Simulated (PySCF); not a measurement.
How methods differ on the ionisation energy of Rh

Rh [Kr] 4d8 5s1 (4F) → Rh+ [Kr] 4d8 (3F), as a difference of total energies. All numbers are calculated (PySCF 2.14, a scalar-relativistic core potential, in aug-cc-pwCVTZ-PP with ECP28MDF). Correlated levels: valence: 4s2 4p6 frozen; valence and next inner shell: nothing frozen outside the core potential. The calculations carry no spin-orbit coupling.

| method | ionisation energy (eV) | error (eV) |
| --- | --- | --- |
| UHF | 6.311 | -1.168 |
| LDA | 8.210 | +0.731 |
| PBE | 7.910 | +0.431 |
| PBE0 | 7.590 | +0.111 |
| r2SCAN | 7.820 | +0.341 |
| wB97M-V | 7.170 | -0.309 |
| M06 | 7.407 | -0.072 |
| B2PLYP | 7.485 | +0.006 |
| MP2 (valence) | 7.304 | -0.175 |
| SCS-MP2 (valence) | 7.070 | -0.409 |
| MP2 (valence and next inner shell) | 7.514 | +0.035 |
| SCS-MP2 (valence and next inner shell) | 7.245 | -0.234 |

Reference: 7.479 eV (measured; NIST levels, between the centres of gravity of the two terms).

Errors of the correlated levels include the incompleteness of this basis and the frozen core.
